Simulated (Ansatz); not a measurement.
`[Cl][Sn][Cl]` + `CO[SiH](N)Br` → `C[O][Sn][Cl]` + `N[SiH](Cl)Br`  (redistribution)

Calculated with Ansatz (gas phase, PBE0-D4/def2-TZVP geometries, no zero-point term in ΔE). CBS: MP2 limit from def2 TZ/QZ plus the TZ coupled-cluster correction, frozen cores. Functionals use def2-TZVPP. def2 core potentials past Kr. For Br, Sn outer-core shells are correlated without core-valence functions, which leaves a few kJ/mol of doubt a bond. Scalar relativity is left out up to krypton. One conformer a species, not always the lowest.

| level | ΔE (eV) |
| --- | --- |
| r2SCAN-D4 | 0.68 |
| PBE0-D4 | 0.69 |
| ωB97M-V | 0.71 |
| r2SCAN | 0.68 |
| SCS-MP2/def2-TZVPP | 0.68 |
| CCSD/def2-TZVPP | 0.73 |
| MP2/def2-QZVPP | 0.65 |
| MP2/CBS(def2) | 0.64 |

Problem. What does CCSD(T)/CBS give? (An estimate is asked.)

Solution. Computed: +0.67 eV. The listed levels differ from it by 0.01, 0.02, 0.04, 0.01, 0.01, 0.06, -0.02, -0.03 eV.

Largest T1 diagnostic among the species: 0.017.

In def2-TZVPP, CCSD(T) changes the Hartree–Fock value by −0.24 eV (the triples alone add −0.04 eV) and MP2 by −0.27 eV. From PBE to PBE0 (25 % exact exchange), in def2-TZVPP and without D4, ΔE moves by +0.09 eV.
